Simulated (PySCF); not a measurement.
This PySCF input asks for the NMR shieldings of SMILES C#CC(=O)O[Si@H](C)SC, C5H8O2SSi; the geometry comes from GFN2-xTB.

```python
import basis_set_exchange as bse
import numpy as np
from pyscf import gto, dft
from pyscf.prop import nmr

atoms = """
C    -4.466426    1.111450    0.549836
C    -3.437645    0.687788    0.100215
C    -2.219035    0.159931   -0.457606
O    -2.180613   -0.626790   -1.366777
O    -1.139870    0.637067    0.143224
Si    0.367477    0.138651   -0.337810
C     0.604195   -1.719340   -0.035848
S     1.564718    1.340024    0.956434
C     3.195925    0.726601    0.429810
H    -5.365375    1.484758    0.945886
H     0.581968    0.532635   -1.726723
H    -0.156123   -2.289534   -0.562581
H     1.573487   -2.063950   -0.383993
H     0.526902   -1.957910    1.024631
H     3.335109    0.924127   -0.627501
H     3.268609   -0.336594    0.629578
H     3.939701    1.263115    1.008239
"""
names = dict.fromkeys(["C", "O", "Si", "S", "H"], "pcSseg-1")
basis = {el: gto.basis.parse(bse.get_basis(n, elements=[el], fmt="nwchem")) for el, n in names.items()}
mol = gto.M(atom=atoms, basis=basis, charge=0, verbose=0)
mf = dft.RKS(mol, xc="PBE0")
mf.grids.level = 2
mf.grids.alignment = dft.numint.BLKSIZE   # the property module wants whole blocks of grid points
mf.conv_tol = 1e-9
mf.kernel()

calc = nmr.RKS(mf)   # GIAO
C = mf.mo_coeff
Co = C[:, mf.mo_occ > 0]
resp = mf.gen_response(singlet=True, hermi=2)
def vind(x):   # induced exchange potential for any number of trial vectors
    d = np.einsum("pi,xij,qj->xpq", C, 2 * x.reshape(-1, C.shape[1], Co.shape[1]), Co, optimize=True)
    return np.einsum("xpq,pi,qj->xij", resp(d - d.transpose(0, 2, 1)), C, Co, optimize=True).ravel()
mo1, _ = nmr.rhf.solve_mo1(calc, with_cphf=vind)
sigma = calc.kernel(mo1)
for i, s in enumerate(sigma):   # ppm
    w = np.linalg.eigvalsh((s + s.T) / 2)
    print("%2d %-2s iso %8.1f  s11 %8.1f  s22 %8.1f  s33 %8.1f" % (i, mol.atom_pure_symbol(i), w.mean(), *w))
```

Q: What does it print?

A: 
```
 0 C  iso    103.3  s11     28.1  s22     48.3  s33    233.6
 1 C  iso    107.4  s11      6.4  s22     22.2  s33    293.5
 2 C  iso     29.1  s11    -69.3  s22     77.7  s33     79.0
 3 O  iso   -136.6  s11   -398.7  s22   -270.7  s33    259.7
 4 O  iso    117.1  s11    -24.5  s22    173.7  s33    202.2
 5 Si iso    336.6  s11    291.3  s22    349.8  s33    368.7
 6 C  iso    186.4  s11    174.6  s22    185.6  s33    199.1
 7 S  iso    689.2  s11    607.4  s22    637.8  s33    822.5
 8 C  iso    177.6  s11    167.5  s22    173.0  s33    192.4
 9 H  iso     29.4  s11     24.7  s22     25.0  s33     38.4
10 H  iso     26.0  s11     22.6  s22     24.6  s33     30.8
11 H  iso     30.5  s11     25.0  s22     29.1  s33     37.4
12 H  iso     31.3  s11     26.5  s22     29.8  s33     37.6
13 H  iso     31.5  s11     27.9  s22     28.7  s33     37.8
14 H  iso     29.9  s11     24.3  s22     27.5  s33     37.8
15 H  iso     30.0  s11     23.5  s22     29.3  s33     37.1
16 H  iso     29.7  s11     23.8  s22     26.8  s33     38.4
```

These numbers come from an equivalent density-fitted implementation of the same equations, which agrees with the script to about 0.01 ppm for H and up to a few tenths of a ppm for heavy atoms, so last digits may differ.

Q: Turn these shieldings into chemical shifts. References, each an isolated molecule treated in the same way: TMS for ¹³C (186.93 ppm), ²⁹Si (349.16 ppm), ¹H (31.72 ppm); H2O for ¹⁷O (336.08 ppm); ³³S (503.73 ppm) vs CS2.

A: Averaging equivalent atoms: C 2: 157.8; C 0: 83.6; C 1: 79.6; C 8: 9.3; C 6: 0.5; O 3: 472.7; O 4: 218.9; Si 5: 12.6; S 7: -186; H 10: 5.74; H 9: 2.36; H 14/15/16: 1.86; H 11/12/13: 0.62 ppm. Unscaled 17O shifts of doubly bonded oxygen tend to come out too high, by tens of ppm or more. Experimental scales use liquid or dissolved standards, which lie at an offset from isolated H2O (liquid H2O: subtract about 36 ppm).

Size and cost of the density-fitted run: 207 basis functions, 71 s wall time on 1 thread of an Arm Neoverse N1, shared host; peak memory 0.92 GiB.
